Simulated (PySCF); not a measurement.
Molecule: SMILES Fc1cccc(F)n1, C5H3F2N.

Geometry (Å), atoms numbered from 1 in this order:
```xyz
11

F    -1.8976   -1.9567   -0.3731
C    -0.9400   -1.0646   -0.1886
C    -1.2680    0.2887   -0.1933
C    -0.2200    1.1838    0.0063
C     1.0746    0.7073    0.1963
C     1.2388   -0.6752    0.1721
F     2.4481   -1.1793    0.3465
N     0.2701   -1.5404   -0.0130
H    -2.2985    0.6086   -0.3469
H    -0.4135    2.2588    0.0139
H     1.9294    1.3642    0.3568
```

Spin–spin couplings on one PBE0-D3(BJ)/def2-SVP geometry, PySCF 2.14, gas phase, non-relativistic, equivalent pairs averaged (spin–dipole term only in couplings to heteroatoms); isotopes 19F, 13C, 1H, 15N; functional B3LYP.

How do the couplings (Hz) change with the basis set? Times are CPU seconds on shared hosts with different chips, so compare them loosely. Far from the basis limit: pcJ-0, 6-31G*, def2-TZVP, cc-pVTZ.

Results:


```tsv
basis set	functions	1J(F1,C2)	1J(C3,H9)	1J(C4,H10)	1J(C2,C3)	1J(C3,C4)	1J(C2,N8)	2J(F1,N8)	core-s
pcJ-0	113	-408.1	164.4	156.2	62.7	50.2	-8.0	-20.6	17
6-31G*	118	-194.5	170.2	161.6	97.2	84.4	-23.3	-40.6	20
pcJ-1	246	-313.9	178.8	171.2	81.1	63.5	-16.7	-52.6	71
def2-TZVP	266	-341.3	169.5	162.4	82.0	62.7	-16.5	-55.5	64
cc-pVTZ	282	-301.5	160.6	154.2	84.1	64.2	-20.7	-39.3	71
```

The Fermi-contact term samples the wavefunction at the nucleus, which is why sets with added tight s functions (names with J) are made for couplings.
